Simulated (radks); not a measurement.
Results of a calculation; reference values are marked as such.
Q: These are the eigenvalues of the occupied orbitals of an atom or ion with whole-number occupations (hartree). Level of theory: scalar-relativistic Kohn-Sham, SCAN, spin-unpolarised, spherical densities, finite nucleus; meta-GGA in the generalised Kohn-Sham scheme; Fermi nuclear charge, rms radius of each element as measured or else 0.836 A^(1/3) + 0.57 fm (a radial shooting solver on a logarithmic mesh with Libxc functionals).

1s: -1540.746
2s: -250.1227
2p: -223.8299
3s: -55.80495
3p: -47.41358
3d: -35.65088
4s: -12.64067
4p: -9.85534
4d: -5.85706
5s: -2.73314
5p: -1.98063
5d: -0.99821

Which element is it, and in what charge state? The configuration may be excited.

A: Z = 59, praseodymium, charge +3: Pr3+ in [Xe] 5d2. The list shows which subshells hold electrons but not how many an open one holds; the 1s level, -1540.7 hartree, gives Z - s = 55.5 by -(Z - s)^2/2, which with screening and relativity narrows Z to a few neighbours, and the depths of the outer levels then fix element, charge and occupations together.
